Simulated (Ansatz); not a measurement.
Input file for `C=C(C(=O)OCc1ccccc1)C(F)(F)F`:

```yaml
crystal:
  periodic: [false, false, false]
  atoms:
    - {symbol: C, position_ang: [-3.225763, -0.517915, 0.618520]}
    - {symbol: C, position_ang: [-2.550206, -1.028017, -0.402328]}
    - {symbol: C, position_ang: [-1.344506, -0.378849, -0.985861]}
    - {symbol: O, position_ang: [-0.674230, -0.877927, -1.849097]}
    - {symbol: O, position_ang: [-1.110657, 0.814711, -0.436018]}
    - {symbol: C, position_ang: [0.074010, 1.503488, -0.884763]}
    - {symbol: C, position_ang: [1.267592, 1.127313, -0.063872]}
    - {symbol: C, position_ang: [1.539157, 1.801656, 1.122000]}
    - {symbol: C, position_ang: [2.628781, 1.446843, 1.900882]}
    - {symbol: C, position_ang: [3.459034, 0.411287, 1.497337]}
    - {symbol: C, position_ang: [3.196663, -0.264496, 0.314636]}
    - {symbol: C, position_ang: [2.106112, 0.091288, -0.463335]}
    - {symbol: C, position_ang: [-2.960773, -2.332911, -1.035614]}
    - {symbol: F, position_ang: [-3.225329, -2.184881, -2.335795]}
    - {symbol: F, position_ang: [-2.013000, -3.263482, -0.912469]}
    - {symbol: F, position_ang: [-4.069103, -2.822575, -0.462494]}
    - {symbol: H, position_ang: [-4.092421, -1.022525, 1.025015]}
    - {symbol: H, position_ang: [-2.914899, 0.416949, 1.064838]}
    - {symbol: H, position_ang: [-0.167790, 2.559073, -0.763818]}
    - {symbol: H, position_ang: [0.229833, 1.280376, -1.940087]}
    - {symbol: H, position_ang: [0.891875, 2.614884, 1.434815]}
    - {symbol: H, position_ang: [2.833458, 1.981338, 2.821446]}
    - {symbol: H, position_ang: [4.313509, 0.133273, 2.103689]}
    - {symbol: H, position_ang: [3.844913, -1.072483, -0.004441]}
    - {symbol: H, position_ang: [1.890343, -0.440720, -1.382588]}
basis:
  gaussian: {orbitals: def2-SVP}
correlation: {method: ccsd_t}
```

```sh
$ ansatz run in.yaml --threads 11 --pin off --events-out ev --progress --plain --backend cuda
```

Output of Ansatz, abridged:

```
Functional definition: HF
2711 factors; integrals over basis functions are off by at most 1.4e-3 eV
mean field evaluation 1: about -23641.3025 eV, gradient 6.5e1 eV
mean field evaluation 2: about -23641.7265 eV, gradient 6.5e1 eV
mean field evaluation 4: about -23651.2706 eV, gradient 7.8e0 eV
mean field evaluation 8: about -23651.4526 eV, gradient 5.7e-1 eV
mean field evaluation 16: about -23651.4546 eV, gradient 1.7e-6 eV
mean field -23651.45458555 eV, -869.1749244873 hartree, gradient 1.7e-6 eV, S^2 0.000000; 0 other end points of the search recorded, 0 dependent functions left out; unrestricted orbitals would lower it
16 core orbitals not correlated: weight in the atoms' cores, before any rotation towards them, 1.000 or more for the frozen orbitals, at most 0.000 for the correlated occupied ones
reference -23651.45458555 eV, -869.1749244873 hartree; 43, 43 occupied and 210, 210 virtual orbitals, 2711 factors
second order -63.36935140 eV of doubles, -0.00000000 eV of singles
cycle   1  -63.36909381 eV  change    2.6e-4 eV  update   1.9e-1
cycle   2  -64.99592116 eV  change    -1.6e0 eV  update   5.9e-2
cycle   3  -65.41669340 eV  change   -4.2e-1 eV  update   3.1e-2
cycle   4  -65.40649601 eV  change    1.0e-2 eV  update   8.2e-3
cycle   5  -65.40282072 eV  change    3.7e-3 eV  update   4.1e-3
cycle   6  -65.40484745 eV  change   -2.0e-3 eV  update   1.2e-3
cycle   7  -65.40446105 eV  change    3.9e-4 eV  update   5.2e-4
cycle   8  -65.40412613 eV  change    3.3e-4 eV  update   1.9e-4
cycle   9  -65.40414365 eV  change   -1.8e-5 eV  update   7.7e-5
perturbative correction -2.29733862 eV, -0.0844256372 hartree
Total energy: -23719.15606783 eV, -871.6629080713 hartree
```

Run time 33 s (11 threads of an AMD EPYC 7R13 on a shared host and a whole NVIDIA H100 80 GB); peak host memory 0.89 GiB.

MP2 recovers 93.6 % of the CCSD(T) correlation energy and the triples give 3.4 %; T1 = 0.0133.
